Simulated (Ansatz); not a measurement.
`BO[SiH2]S[SiH3]` + `[SiH3]S` → `[SiH3]S[SiH2]S[SiH3]` + `BO`  (ligand exchange at the Si–O bond)

Gas-phase electronic energies from Ansatz, PBE0-D4/def2-TZVP geometries. CCSD(T)/CBS adds triple-zeta CCSD(T) − MP2 to the extrapolated MP2 energy (def2 sets, frozen cores). This one scheme is used for every species. DFT in def2-TZVPP. B3LYP here is the variant with VWN-RPA as its local correlation; programs differ in this. Each species was taken in one conformer, which may not be the lowest.

`BO[SiH2]S[SiH3]`:

Z-matrix (Å, degrees):
```
Si
O 1 1.649
S 1 2.124 2 113.8
H 1 1.481 2 106.5 3 -121.8
H 1 1.478 2 107.4 3 118.0
B 2 1.347 1 137.3 3 5.9
Si 3 2.143 1 97.2 2 -79.0
H 6 1.199 2 117.6 1 179.2
H 6 1.201 2 120.4 1 -0.8
H 7 1.482 3 107.0 1 154.7
H 7 1.485 3 110.1 1 35.1
H 7 1.484 3 110.6 1 -85.5
```

`[SiH3]S`:

Cartesian coordinates in Å:
```
Si -0.513 0.108 0.064
S 1.198 -1.049 -0.486
H -0.511 0.432 1.513
H -1.674 -0.753 -0.261
H -0.588 1.374 -0.709
H 2.088 -0.112 -0.122
```

`[SiH3]S[SiH2]S[SiH3]`:

```xyz
13

Si    0.243   -0.385    2.215
S     1.551    0.564    0.805
Si    0.064    1.637   -0.282
S    -1.515    0.385   -0.974
Si   -0.301   -1.082   -1.962
H    -0.824    0.559    2.631
H     1.093   -0.743    3.376
H    -0.364   -1.610    1.643
H     0.791    2.266   -1.411
H    -0.595    2.658    0.565
H    -1.185   -1.731   -2.961
H     0.200   -2.096   -1.005
H     0.842   -0.420   -2.640
```

`BO`:

Z-matrix (Å, degrees):
```
B
O 1 1.348
H 1 1.196 2 116.8
H 1 1.202 2 120.7 3 -180.0
H 2 0.961 1 113.5 3 180.0
```

Problem. Is it downhill or uphill in electronic energy at CCSD(T)/CBS, and by how much? (An estimate is asked.)

Solution. The calculation gave: Uphill: ΔE = +14.8 kJ/mol.

Problem. What do these levels give: PBE-D4, PBE0-D4, B3LYP-D4, ωB97M-V, B2PLYP, r2SCAN, PBE0, MP2/def2-TZVPP, CCSD/def2-TZVPP, CCSD(T)/def2-TZVPP, HF/CBS(def2), CCSD/CBS(def2)? (Estimate.)

Solution. Computed: PBE-D4 -0.3, PBE0-D4 3.4, B3LYP-D4 16.1, ωB97M-V 15.1, B2PLYP 24.5, r2SCAN 15.6, PBE0 11.2, MP2/def2-TZVPP 11.3, CCSD/def2-TZVPP 23.9, CCSD(T)/def2-TZVPP 18.3, HF/CBS(def2) 48.9, CCSD/CBS(def2) 20.4 kJ/mol.

Largest T1 diagnostic among the species: 0.014.

From PBE to PBE0 (25 % exact exchange), in def2-TZVPP and without D4, ΔE moves by +3.0 kJ/mol. The D4 term adds −14.1 kJ/mol with B3LYP and −7.8 kJ/mol with PBE0; it sums over pairs of atoms, weighted by their polarisabilities, and B3LYP, whose exchange is more repulsive, gets the larger term. In def2-TZVPP, CCSD(T) changes the Hartree–Fock value by −28.0 kJ/mol (the triples alone add −5.6 kJ/mol) and MP2 by −34.9 kJ/mol.
